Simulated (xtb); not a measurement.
BClHI, SMILES ClBI. All values are semi-empirical tight-binding results from xtb (GFN2-xTB unless named), good for trends rather than for accurate numbers. The structure is a stationary point at GFN2-xTB.

Estimate the properties. (An estimate is asked for; the answer gives what the named calculation found.)


```
Property                                           Value
-----------------------------------------  -------------
point group as xtb finds it                           Cs
orbital gap                                      3.77 eV
zero-point energy                           8.5 kcal/mol
G − E(el) at 298.15 K (modified RRHO)      -9.5 kcal/mol
static polarisability (D4 model)              59.5 bohr³
solvation energy, GFN2-xTB/ALPB(water)     -1.7 kcal/mol
solvation energy, GFN2-xTB/ALPB(methanol)  -4.4 kcal/mol
```
